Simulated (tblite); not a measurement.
A geometry optimisation, step by step.

C4H11NO3Si.
Numbering: `[CH3:1][O:2][Si@@H:3]([NH2:4])[O:5][C@H:6]([CH3:7])[CH:8]=[O:9]` (hydrogens: H10, H11, H12 on C1; H13 on Si3; H14, H15 on N4; H16 on C6; H17, H18, H19 on C7; H20 on C8)

Computed with GFN2-xTB (tblite), gas phase: L-BFGS steps from a force-field or distance-geometry start until the largest atomic force falls under 0.01 eV/Å. 7 of its 203 geometries are shown.

Step 0: E = -845.3468 eV, largest atomic force 3.345 eV/Å
```
atom  x, y, z in Å  |  force x, y, z in eV/Å
C1      3.208   -0.958   -0.712    0.985  -0.680  -1.044
O2      1.884   -0.949   -1.161   -1.332   1.681   1.738
Si3     0.888    0.097   -0.266   -0.119  -0.164  -2.723
N4      1.431    1.802   -0.343   -0.340  -0.762   1.557
O5     -0.696    0.050   -0.983    3.195  -0.219   0.966
C6     -1.598    0.032    0.055   -0.075   0.578   0.305
C7     -2.442   -1.223    0.070   -0.514  -0.979  -0.175
C8     -2.458    1.264    0.037   -1.108  -0.871   1.759
O9     -3.301    1.371    0.905    0.188   0.565  -0.616
H10     3.437   -0.213    0.060   -0.117  -0.403  -0.203
H11     3.471   -1.996   -0.380   -0.213   0.838  -0.008
H12     3.837   -0.742   -1.611   -0.222  -0.055   0.665
H13     0.801   -0.361    1.123    0.254  -0.214  -0.089
H14     2.211    1.972    0.340   -0.967   0.027  -1.077
H15     0.637    2.412   -0.068    0.926  -0.319  -0.362
H16    -1.042    0.055    1.031   -1.023   0.255  -0.386
H17    -1.917   -1.982    0.672   -0.460   0.190  -0.275
H18    -2.590   -1.638   -0.948    0.185   0.431   0.550
H19    -3.431   -0.988    0.493    0.439  -0.268  -0.002
H20    -2.336    2.008   -0.728    0.319   0.370  -0.577
```

Step 34: E = -846.4823 eV, largest atomic force 0.113 eV/Å
```
atom  x, y, z in Å  |  force x, y, z in eV/Å
C1      3.222   -0.977   -0.902    0.006   0.024   0.046
O2      1.845   -0.770   -0.885    0.104   0.005  -0.008
Si3     1.007    0.170    0.120    0.000   0.030  -0.064
N4      1.365    1.843   -0.107    0.070  -0.072  -0.052
O5     -0.485   -0.132   -0.404   -0.099  -0.037  -0.017
C6     -1.675   -0.030    0.299   -0.092   0.015  -0.042
C7     -2.548   -1.265    0.038    0.009  -0.005   0.042
C8     -2.467    1.180   -0.145   -0.041   0.072   0.035
O9     -3.507    1.534    0.336    0.075   0.005  -0.009
H10     3.729   -0.332   -0.181    0.044  -0.033  -0.057
H11     3.430   -2.021   -0.647    0.001   0.053  -0.024
H12     3.614   -0.772   -1.902   -0.063   0.010   0.045
H13     1.174   -0.269    1.508    0.015  -0.016   0.085
H14     2.311    2.181   -0.056    0.022  -0.032  -0.007
H15     0.732    2.551    0.218   -0.081   0.048   0.055
H16    -1.483    0.074    1.377   -0.038  -0.069  -0.014
H17    -2.039   -2.163    0.374    0.056   0.018  -0.017
H18    -2.738   -1.344   -1.031    0.007  -0.034   0.065
H19    -3.488   -1.161    0.572   -0.044   0.002  -0.021
H20    -2.003    1.712   -0.994    0.049   0.018  -0.041
```

Step 67: E = -846.5165 eV, largest atomic force 0.087 eV/Å
```
atom  x, y, z in Å  |  force x, y, z in eV/Å
C1      3.224   -0.846   -0.957    0.035   0.016   0.032
O2      1.861   -0.868   -0.698    0.017   0.012  -0.059
Si3     0.981    0.088    0.250   -0.001  -0.017  -0.038
N4      1.268    1.761   -0.078   -0.004  -0.056   0.008
O5     -0.480   -0.379   -0.245    0.005  -0.029   0.013
C6     -1.708   -0.096    0.333    0.048  -0.006   0.017
C7     -2.663   -1.262    0.056    0.001   0.020   0.008
C8     -2.271    1.183   -0.243    0.024   0.011   0.015
O9     -3.238    1.765    0.157   -0.018  -0.008   0.015
H10     3.753   -0.148   -0.308    0.023   0.066   0.052
H11     3.634   -1.845   -0.791   -0.014  -0.020  -0.041
H12     3.395   -0.554   -1.995    0.003  -0.023  -0.012
H13     1.167   -0.279    1.660    0.033   0.050   0.028
H14     2.215    2.061   -0.244    0.006   0.022   0.025
H15     0.762    2.483    0.411    0.005  -0.059  -0.025
H16    -1.601    0.030    1.420   -0.026   0.030   0.008
H17    -2.215   -2.173    0.446   -0.060  -0.004  -0.002
H18    -2.794   -1.369   -1.017   -0.029  -0.024  -0.006
H19    -3.622   -1.081    0.531   -0.025  -0.012  -0.010
H20    -1.674    1.540   -1.102   -0.023   0.030  -0.027
```

Step 101: E = -846.5462 eV, largest atomic force 0.055 eV/Å
```
atom  x, y, z in Å  |  force x, y, z in eV/Å
C1      3.291   -0.761   -0.971   -0.040   0.020   0.006
O2      1.919   -0.857   -0.768   -0.022  -0.040  -0.013
Si3     0.991   -0.004    0.231    0.005   0.006  -0.002
N4      1.124    1.685   -0.111   -0.002   0.013  -0.008
O5     -0.461   -0.600   -0.158    0.005  -0.023  -0.012
C6     -1.675   -0.171    0.363    0.032   0.010   0.026
C7     -2.773   -1.204    0.081    0.027   0.024   0.001
C8     -2.085    1.149   -0.248    0.022  -0.001  -0.014
O9     -2.938    1.872    0.183   -0.004   0.026  -0.009
H10     3.765   -0.087   -0.253   -0.004  -0.034   0.020
H11     3.730   -1.757   -0.870    0.015   0.045  -0.013
H12     3.481   -0.383   -1.979    0.014  -0.028   0.002
H13     1.284   -0.319    1.637    0.014  -0.001  -0.004
H14     2.042    2.094   -0.194   -0.054  -0.005   0.010
H15     0.495    2.345    0.318    0.017  -0.012   0.003
H16    -1.589   -0.028    1.449   -0.022   0.000   0.037
H17    -2.533   -2.143    0.572    0.031   0.007  -0.006
H18    -2.844   -1.378   -0.990    0.003   0.002  -0.008
H19    -3.723   -0.831    0.455   -0.005  -0.012  -0.013
H20    -1.505    1.389   -1.158   -0.033   0.003  -0.004
```

Step 135: E = -846.5632 eV, largest atomic force 0.019 eV/Å
```
atom  x, y, z in Å  |  force x, y, z in eV/Å
C1      3.271   -0.745   -0.977    0.008   0.001   0.003
O2      1.894   -0.828   -0.802    0.004   0.005   0.009
Si3     1.000   -0.013    0.259   -0.004   0.008   0.001
N4      0.990    1.679   -0.093   -0.003  -0.013  -0.005
O5     -0.441   -0.692   -0.015    0.002   0.004  -0.006
C6     -1.662   -0.183    0.414    0.008  -0.004   0.005
C7     -2.773   -1.181    0.072    0.013   0.006   0.005
C8     -1.960    1.120   -0.291   -0.013   0.009   0.010
O9     -2.515    2.062    0.202   -0.006   0.002  -0.003
H10     3.751   -0.184   -0.173    0.004  -0.013   0.001
H11     3.685   -1.756   -0.997    0.000   0.000  -0.006
H12     3.490   -0.253   -1.927    0.002   0.008  -0.005
H13     1.419   -0.302    1.637   -0.005   0.001   0.007
H14     1.862    2.166   -0.221   -0.012  -0.009   0.001
H15     0.330    2.284    0.369    0.004  -0.004  -0.002
H16    -1.643   -0.006    1.499    0.006  -0.003  -0.005
H17    -2.557   -2.129    0.558   -0.010  -0.008  -0.002
H18    -2.803   -1.341   -1.003    0.006   0.004   0.001
H19    -3.735   -0.808    0.412    0.003   0.006   0.004
H20    -1.607    1.121   -1.336   -0.004   0.000  -0.015
```

Step 168: E = -846.5682 eV, largest atomic force 0.078 eV/Å
```
atom  x, y, z in Å  |  force x, y, z in eV/Å
C1      3.291   -0.726   -0.936    0.008  -0.012  -0.036
O2      1.923   -0.895   -0.749    0.027  -0.020  -0.015
Si3     0.991   -0.040    0.245    0.021   0.030  -0.017
N4      0.992    1.639   -0.159    0.054   0.040   0.006
O5     -0.450   -0.697   -0.074   -0.008  -0.035  -0.020
C6     -1.653   -0.181    0.393   -0.029  -0.025   0.025
C7     -2.781   -1.174    0.097   -0.019  -0.008  -0.003
C8     -1.971    1.126   -0.298    0.032  -0.050  -0.017
O9     -2.462    2.084    0.230   -0.017   0.008  -0.008
H10     3.781   -0.371   -0.026   -0.012   0.007  -0.033
H11     3.725   -1.688   -1.218   -0.034   0.038  -0.012
H12     3.469   -0.003   -1.740    0.032  -0.030   0.065
H13     1.372   -0.298    1.641   -0.029   0.010   0.009
H14     1.871    2.119   -0.267   -0.020   0.002   0.004
H15     0.321    2.258    0.269    0.010  -0.007  -0.007
H16    -1.590   -0.002    1.474   -0.039   0.006   0.034
H17    -2.565   -2.116    0.595   -0.006   0.011   0.015
H18    -2.841   -1.359   -0.973    0.025   0.036  -0.007
H19    -3.731   -0.782    0.451    0.008  -0.009   0.012
H20    -1.697    1.115   -1.368   -0.005   0.007   0.006
```

Step 202: E = -846.5784 eV, largest atomic force 0.009 eV/Å
```
atom  x, y, z in Å  |  force x, y, z in eV/Å
C1      3.293   -0.757   -0.904    0.000   0.006   0.002
O2      1.921   -0.898   -0.728   -0.003   0.004  -0.004
Si3     0.993    0.002    0.234    0.000   0.007   0.000
N4      1.012    1.662   -0.243   -0.001   0.009  -0.001
O5     -0.445   -0.677   -0.055    0.003   0.000   0.002
C6     -1.657   -0.177    0.412    0.000   0.000  -0.003
C7     -2.769   -1.189    0.122   -0.004  -0.002  -0.004
C8     -1.994    1.111   -0.302    0.001   0.002   0.005
O9     -2.516    2.067    0.200   -0.004  -0.003   0.000
H10     3.819   -0.805    0.052   -0.006  -0.004   0.000
H11     3.638   -1.569   -1.545    0.004  -0.006  -0.002
H12     3.528    0.198   -1.380    0.002   0.000  -0.002
H13     1.357   -0.188    1.645    0.002  -0.005   0.006
H14     1.893    2.145   -0.318   -0.002  -0.004  -0.003
H15     0.316    2.293    0.119    0.003  -0.007   0.003
H16    -1.600    0.015    1.492   -0.001   0.003  -0.006
H17    -2.510   -2.141    0.577   -0.001   0.002   0.008
H18    -2.865   -1.332   -0.951    0.007  -0.003  -0.005
H19    -3.714   -0.836    0.527   -0.002   0.002   0.000
H20    -1.705    1.088   -1.368    0.001  -0.003   0.004
```

**Question.** Summarise the path.

**Answer.** The energy falls by 1.2317 eV from step 0 to step 202; nine tenths of that is first reached at step 29. It rises by more than 0.2 meV at steps 71 and 172. The largest force goes from 3.345 to 0.009 eV/Å. Among the bonds Si3–O5 changes most, from 1.739 to 1.617 Å; the atoms move by 0.763 Å rms after alignment.

The cost below is that of the whole relaxation. On one thread, Arm Neoverse V1 (aarch64), no GPU, shared host with 32 logical CPUs at a one-minute load of 28, this took 1.7 s of wall time.
